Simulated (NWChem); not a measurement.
C2H6NO cation; SMILES C(N)(=[OH+])C

```xyz
10

C      0.1849    -1.4055    -0.0001
C     -0.0070     0.0615     0.0001
N      0.9892     0.8984     0.0000
O     -1.1873     0.5901     0.0000
H     -0.3037    -1.8370     0.8888
H      1.2442    -1.6875     0.0049
H     -0.2972    -1.8366    -0.8928
H      0.8181     1.9041    -0.0001
H      1.9515     0.5740    -0.0003
H     -1.9059    -0.0620     0.0003
```
Atoms are numbered in this order, from 1.

All runs: NWChem. Pople sets run with spherical d functions. All runs use the structure optimised with PBE0/def2-SVP. Vertical excitations in the gas phase; the lowest state need not have the same character in each row.

For level B3LYP/6-31G*, full TDDFT:

| Item | Result |
|---|---|
| lowest excitation, singlet (eV) | 8.24 |
| orbital gap (eV) | 8.30 |

Q: Estimate the same quantities for level LRC-wPBEh/6-31G*, full TDDFT.

A: The lowest excitation, singlet (eV) is 8.41. The orbital gap (eV) comes out as 12.51.
